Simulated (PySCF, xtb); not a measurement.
GaHF2, SMILES [F][GaH][F].

GFN2-xTB (xtb) at its own geometry gives an orbital gap of 5.23 eV and a dipole moment of 3.38 D.

Geometry: ωB97X-D3(BJ)/def2-TZVP.

**Question.** What does PBE0/def2-TZVPD (PySCF) give? (The exact figures need the calculation; the answer reports its results.)

**Answer.** gap 9.00 eV (levels -10.45 and -1.45 eV), dipole 2.62 D.
